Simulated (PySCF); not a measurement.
## Electron correlation in Sr⁺ (strontium, charge +1)

[Kr] 5s1, 2S determinant. Computed with PySCF 2.14 in def2-TZVPPD with the def2 core potential (28 electrons), with a scalar-relativistic core potential. Frozen: nothing; 9 electrons correlated.

```
  level  correlation energy (mhartree)
   CCSD                        -192.15
    (T)                          -4.53
CCSD(T)                        -196.68
```

Diagnostics: T1 = 0.0091, D1 = 0.0378, largest double amplitude 0.020.

Cost of the coupled-cluster step: about 2.5 core-seconds, for 9 correlated electrons.

Iterations:

```
CC2 = 0
CCSD nocc = (np.int64(5), np.int64(4)), nmo = (40, 40)
frozen orbitals [[], []]
max_cycle = 100
direct = 0
conv_tol = 1e-08
conv_tol_normt = 1e-06
diis_space = 8
diis_start_cycle = 0
Init t2, MP2 energy = -0.179233548959504
Init E_corr(UCCSD) = -0.179233548964126
cycle = 1  E_corr(UCCSD) = -0.18921765666475  dE = -0.0099841077  norm(t1,t2) = 0.0331679
cycle = 2  E_corr(UCCSD) = -0.191530537868598  dE = -0.0023128812  norm(t1,t2) = 0.0100181
cycle = 3  E_corr(UCCSD) = -0.192244424471469  dE = -0.000713886603  norm(t1,t2) = 0.00398299
cycle = 4  E_corr(UCCSD) = -0.192157386733819  dE = 8.70377377e-05  norm(t1,t2) = 0.000361555
cycle = 5  E_corr(UCCSD) = -0.192149172139437  dE = 8.21459438e-06  norm(t1,t2) = 5.15717e-05
cycle = 6  E_corr(UCCSD) = -0.192149994934994  dE = -8.22795557e-07  norm(t1,t2) = 9.11214e-06
cycle = 7  E_corr(UCCSD) = -0.192150032070746  dE = -3.71357517e-08  norm(t1,t2) = 7.43783e-07
cycle = 8  E_corr(UCCSD) = -0.192150022103612  dE = 9.96713342e-09  norm(t1,t2) = 1.43526e-07
UCCSD converged
E(UCCSD) = -30.36491719607342  E_corr = -0.1921500221036121
UCCSD(T) correction = -0.00453068896392864
```

The basis has no tight functions for the innermost shells, so their pair energies are far from complete.

This basis was not built for core-valence correlation, so the inner-shell part is incomplete.
